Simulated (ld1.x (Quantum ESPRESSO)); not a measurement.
# How hard is this manganese (Mn) RRKJ potential?

- Element: manganese
- Generator: ld1.x (Quantum ESPRESSO) 7.5
- Type: norm-conserving RRKJ (Kleinman–Bylander form)
- Functional: PBE
- Relativity: scalar-relativistic
- Frozen core: [Ne]
- Valence charge: 15
- Reference configuration: 3s2 3p6 3d5.5 4s1.5 4p0
- Partial waves: 3p (bound): rc 1.00 bohr; 3d (bound): rc 1.40 bohr; 3s (bound): rc 1.05 bohr
- Local potential: the s channel
- Core correction: Bessel-smoothed model core, default radius (core density twice the valence density)
- rho0: 0.005

Occupied shells without a wave of their own: 4s. They enter only through the test configuration that unscreens the potential, and ld1.x also counts them in the model core charge.

The pseudo-atom Hamiltonian at the reference potential is diagonalised in spherical Bessel functions j_l(qr) that vanish at 20 bohr, with q² up to the cutoff. All-electron valence levels (Ry): 3p -3.8466, 4p -0.0829, 3d -0.3595, 3s -6.1403, 4s -0.3368.

Q: How do the lowest levels (Ry) of each channel move with the cutoff, and are there ghosts?

A:

```
cutoff (Ry)     p #1     p #2     d #1     s #1     s #2    f #1    f #2  Σ f·Δε (mRy)
          8  -1.5379  -0.0203   0.0533  -5.4930  -0.2812  0.1087  0.2312       17518.5
         15  -2.7723  -0.0505   0.0525  -5.7843  -0.3260  0.1087  0.2312        9457.6
         21  -3.2802  -0.0641   0.0514  -5.7962  -0.3293  0.1087  0.2312        6374.8
         35  -3.7700  -0.0803   0.0389  -5.9549  -0.3348  0.1087  0.2312        3042.0
         45  -3.8143  -0.0825  -0.0749  -6.0597  -0.3411  0.1087  0.2312        1931.1
         60  -3.8178  -0.0828  -0.2911  -6.1206  -0.3462  0.1087  0.2312         591.9
         90  -3.8329  -0.0832  -0.3591  -6.1270  -0.3472  0.1087  0.2312         113.0
        110  -3.8428  -0.0836  -0.3593  -6.1326  -0.3473  0.1087  0.2312          41.2
        160  -3.8465  -0.0838  -0.3595  -6.1398  -0.3478  0.1087  0.2312           2.5
        200  -3.8466  -0.0838  -0.3595  -6.1399  -0.3478  0.1087  0.2312           1.5
        300  -3.8467  -0.0838  -0.3595  -6.1403  -0.3478  0.1087  0.2312           0.1
        400  -3.8467  -0.0838  -0.3595  -6.1403  -0.3478  0.1087  0.2312           0.0
```

Result: no extra level below or beside the all-electron valence levels (p, d, s, f tested); 10 mRy is reached at 140 Ry and 1 mRy at 230 Ry.

ld1.x takes every shell without a wave as core, so the model core holds the 4s electrons as well and exchange and correlation see them twice. This cancels in the reference configuration, but the file is broken for other ones, and its errors say nothing about a proper core correction. Its largest configuration-test error is -887 meV.
